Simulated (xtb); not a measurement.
xtb input for CH₆MgOSi, SMILES [CH3][Mg][O][SiH3], GFN2-xTB. 

```
$ xtb mol.xyz --gfn 2 --sp --chrg 0 --uhf 0 --json
$ cat mol.xyz
10

Mg    -0.33212544     0.11531003     1.30525770
C     -1.82357873     1.49902120     1.73293570
H     -2.49485425     1.14094393     2.50570833
H     -2.37296452     1.65027926     0.80800973
H     -1.37535935     2.43707974     2.04542965
O      0.37475199    -0.31944756    -0.25935904
Si     1.03351648    -0.74450008    -1.65289828
H      0.02500552    -1.44335776    -2.47185316
H      2.17034452    -1.64649715    -1.37711825
H      1.50755897     0.46228620    -2.35543476
```

It prints:

```
[banner left out]
          |                Calculation Setup                |
           -------------------------------------------------



           -------------------------------------------------
          |                 G F N 2 - x T B                 |
           -------------------------------------------------

        Reference                      10.1021/acs.jctc.8b01176
      * Hamiltonian:
        H0-scaling (s, p, d)           1.850000    2.230000    2.230000
        zeta-weighting                 0.500000
      * Dispersion:
        s8                             2.700000
        a1                             0.520000
        a2                             5.000000
        s9                             5.000000
      * Repulsion:
        kExp                           1.500000    1.000000
        rExp                           1.000000
      * Coulomb:
        alpha                          2.000000
        third order                    shell-resolved
        anisotropic                    true
        a3                             3.000000
        a5                             4.000000
        cn-shift                       1.200000
        cn-exp                         4.000000
        max-rad                        5.000000


          ...................................................
          :                      SETUP                      :
          :.................................................:
          :  # basis functions                  34          :
          :  # atomic orbitals                  32          :
          :  # shells                           16          :
          :  # electrons                        22          :
          :  max. iterations                   250          :
          :  Hamiltonian                  GFN2-xTB          :
          :  restarted?                      false          :
          :  GBSA solvation                  false          :
          :  PC potential                    false          :
          :  electronic temp.          300.0000000     K    :
          :  accuracy                    1.0000000          :
          :  -> integral cutoff          0.2500000E+02      :
          :  -> integral neglect         0.1000000E-07      :
          :  -> SCF convergence          0.1000000E-05 Eh   :
          :  -> wf. convergence          0.1000000E-03 e    :
          :  Broyden damping             0.4000000          :
          :  net charge                          0          :
          :  unpaired electrons                  0          :
          ...................................................

 iter      E             dE          RMSdq      gap      omega  full diag
   1     -9.9911331 -0.999113E+01  0.160E+01    2.56       0.0  T
   2    -10.6852468 -0.694114E+00  0.130E+01    6.07       1.0  T
   3    -11.5070763 -0.821830E+00  0.534E+00    3.55       1.0  T
   4    -11.6277548 -0.120679E+00  0.479E+00    3.06       1.0  T
   5    -11.5171356  0.110619E+00  0.493E+00    3.15       1.0  T
   6    -11.5521294 -0.349937E-01  0.357E+00    3.09       1.0  T
   7    -11.6837854 -0.131656E+00  0.119E+00    2.61       1.0  T
   8    -11.6943203 -0.105350E-01  0.378E-01    2.50       1.0  T
   9    -11.6919603  0.236004E-02  0.593E-01    2.59       1.0  T
  10    -11.6925354 -0.575133E-03  0.374E-01    2.50       1.0  T
  11    -11.6944264 -0.189098E-02  0.789E-02    2.45       1.0  T
  12    -11.6944544 -0.280369E-04  0.242E-02    2.43       1.3  T
  13    -11.6944545 -0.106763E-06  0.686E-03    2.44       4.6  T
  14    -11.6944546 -0.875633E-07  0.275E-03    2.44      11.5  T
  15    -11.6944547 -0.638758E-07  0.117E-03    2.44      26.9  T
  16    -11.6944547 -0.802627E-09  0.355E-04    2.44      89.2  T
  17    -11.6944547 -0.122116E-09  0.163E-04    2.44     194.0  T

   *** convergence criteria satisfied after 17 iterations ***

         #    Occupation            Energy/Eh            Energy/eV
      -------------------------------------------------------------
         1        2.0000           -0.7013019             -19.0834
       ...           ...                  ...                  ...
         5        2.0000           -0.4779430             -13.0055
         6        2.0000           -0.4537471             -12.3471
         7        2.0000           -0.4242470             -11.5443
         8        2.0000           -0.4242009             -11.5431
         9        2.0000           -0.3937199             -10.7137
        10        2.0000           -0.3725854             -10.1386
        11        2.0000           -0.3725041             -10.1364 (HOMO)
        12                         -0.2829090              -7.6983 (LUMO)
        13                         -0.1198667              -3.2617
        14                         -0.1167872              -3.1779
        15                         -0.1163472              -3.1660
        16                         -0.0412919              -1.1236
       ...                                ...                  ...
        32                          0.9953307              27.0843
      -------------------------------------------------------------
                  HL-Gap            0.0895951 Eh            2.4380 eV
             Fermi-level           -0.3277065 Eh           -8.9173 eV

 SCC (total)                   0 d,  0 h,  0 min,  0.013 sec
 SCC setup                      ...        0 min,  0.000 sec (  0.835%)
 Dispersion                     ...        0 min,  0.000 sec (  1.274%)
 classical contributions        ...        0 min,  0.000 sec (  0.172%)
 integral evaluation            ...        0 min,  0.002 sec ( 12.912%)
 iterations                     ...        0 min,  0.008 sec ( 59.054%)
 molecular gradient             ...        0 min,  0.003 sec ( 24.667%)
 printout                       ...        0 min,  0.000 sec (  0.948%)

         :::::::::::::::::::::::::::::::::::::::::::::::::::::
         ::                     SUMMARY                     ::
         :::::::::::::::::::::::::::::::::::::::::::::::::::::
         :: total energy             -11.589796398511 Eh    ::
         :: gradient norm              0.000146195111 Eh/a0 ::
         :: HOMO-LUMO gap              2.438006544604 eV    ::
         ::.................................................::
         :: SCC energy               -11.694455497545 Eh    ::
         :: -> isotropic ES            0.096413531875 Eh    ::
         :: -> anisotropic ES          0.011089713144 Eh    ::
         :: -> anisotropic XC          0.003329647296 Eh    ::
         :: -> dispersion             -0.004663921226 Eh    ::
         :: repulsion energy           0.104659099034 Eh    ::
         :: add. restraining           0.000000000000 Eh    ::
         :: total charge               0.000000000000 e     ::
         :::::::::::::::::::::::::::::::::::::::::::::::::::::

           -------------------------------------------------
          |                Property Printout                |
           -------------------------------------------------

    * Orbital Energies and Occupations

         #    Occupation            Energy/Eh            Energy/eV
      -------------------------------------------------------------
         1        2.0000           -0.7013019             -19.0834
         2        2.0000           -0.5862667             -15.9531
         3        2.0000           -0.5734927             -15.6055
         4        2.0000           -0.4794938             -13.0477
         5        2.0000           -0.4779430             -13.0055
         6        2.0000           -0.4537471             -12.3471
         7        2.0000           -0.4242470             -11.5443
         8        2.0000           -0.4242009             -11.5431
         9        2.0000           -0.3937199             -10.7137
        10        2.0000           -0.3725854             -10.1386
        11        2.0000           -0.3725041             -10.1364 (HOMO)
        12                         -0.2829090              -7.6983 (LUMO)
        13                         -0.1198667              -3.2617
        14                         -0.1167872              -3.1779
        15                         -0.1163472              -3.1660
        16                         -0.0412919              -1.1236
        17                         -0.0358157              -0.9746
        18                         -0.0058681              -0.1597
        19                         -0.0045895              -0.1249
        20                          0.0264153               0.7188
        21                          0.0393362               1.0704
        22                          0.0833325               2.2676
       ...                                ...                  ...
        32                          0.9953307              27.0843
      -------------------------------------------------------------
                  HL-Gap            0.0895951 Eh            2.4380 eV
             Fermi-level           -0.3277065 Eh           -8.9173 eV

     #   Z          covCN         q      C6AA      α(0)
     1  12 Mg       1.630     0.417   109.691    24.705
     2   6 C        3.577    -0.198    25.296     7.307
     3   1 H        0.926     0.057     2.229     2.335
     4   1 H        0.929     0.063     2.163     2.300
     5   1 H        0.927     0.058     2.222     2.331
     6   8 O        1.470    -0.524    23.598     6.548
     7  14 Si       3.636     0.490    97.906    18.978
     8   1 H        0.915    -0.122     6.390     3.954
     9   1 H        0.914    -0.120     6.307     3.928
    10   1 H        0.915    -0.122     6.384     3.952

 Mol. C6AA /au·bohr⁶  :       1708.842829
 Mol. C8AA /au·bohr⁸  :      71492.031666
 Mol. α(0) /au        :         76.339044


Wiberg/Mayer (AO) data.
largest (>0.10) Wiberg bond orders for each atom

 ---------------------------------------------------------------------------
     #   Z sym  total        # sym  WBO       # sym  WBO       # sym  WBO
 ---------------------------------------------------------------------------
     1  12 Mg   2.049 --     2 C    0.983     6 O    0.829
     2   6 C    3.974 --     1 Mg   0.983     3 H    0.963     5 H    0.956
                             4 H    0.949
     3   1 H    0.996 --     2 C    0.963
     4   1 H    0.996 --     2 C    0.949
     5   1 H    0.996 --     2 C    0.956
     6   8 O    2.281 --     7 Si   1.261     1 Mg   0.829
     7  14 Si   3.995 --     6 O    1.261    10 H    0.872     8 H    0.871
                             9 H    0.867
     8   1 H    0.984 --     7 Si   0.871
     9   1 H    0.983 --     7 Si   0.867
    10   1 H    0.984 --     7 Si   0.872
 ---------------------------------------------------------------------------

Topologies differ in total number of bonds
Writing topology from bond orders to xtbtopo.mol

molecular dipole:
                 x           y           z       tot (Debye)
 q only:       -0.540       0.342       1.120
   full:       -0.617       0.304       1.829       4.966
molecular quadrupole (traceless):
                xx          xy          yy          xz          yz          zz
 q only:       -0.975      -0.243      -1.260      -0.996       0.381       2.235
  q+dip:       -1.991      -0.267      -2.122      -0.867      -0.216       4.113
   full:       -1.999       0.971      -1.788       0.181      -0.971       3.787


           -------------------------------------------------
          | TOTAL ENERGY              -11.589796398511 Eh   |
          | GRADIENT NORM               0.000146195111 Eh/α |
          | HOMO-LUMO GAP               2.438006544604 eV   |
           -------------------------------------------------

------------------------------------------------------------------------
Note: The following floating-point exceptions are signalling: IEEE_UNDERFLOW_FLAG IEEE_DENORMAL
normal termination of xtb
------------------------------------------------------------------------
 total:
 SCF:
```

The calculation finished and met its thresholds.

Cost: about 0.05 core-seconds (a rough figure).
